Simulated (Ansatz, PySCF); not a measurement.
ZnI, SMILES [Zn+][I], charge +1. Atoms are numbered in the order given.

```xyz
2

Zn     0.0000     0.0000    -1.5327
I      0.0000     0.0000     0.8729
```
Charge +1, spin multiplicity 1.

Geometry: B3LYP-D3(BJ)/def2-TZVP. The multiplicity is an assumed one; other spin states were not compared. The def2 effective core potentials stand for the cores of I; spin–orbit coupling is left out.

Two levels are set side by side: PBE-D3(BJ)/def2-TZVP (Ansatz, a first-principles code) and B3LYP-D3(BJ)/def2-TZVP (Ansatz). Each level has its own optimised geometry; the coordinates shown are those of the second. Frequencies come from the Hessian of PySCF at each geometry. Differences are taken from unrounded values.

```csv
quantity,B3LYP-D3(BJ),PBE-D3(BJ),PBE-D3(BJ) minus B3LYP-D3(BJ)
bond Zn1–I2 (Å),2.406,2.396,-0.010
highest harmonic wavenumber (cm⁻¹),258,261,3
mean harmonic wavenumber (cm⁻¹),258,261,3
zero-point energy (kcal/mol),0.37,0.37,0.00
```

Here PBE gives about what the other level gives.
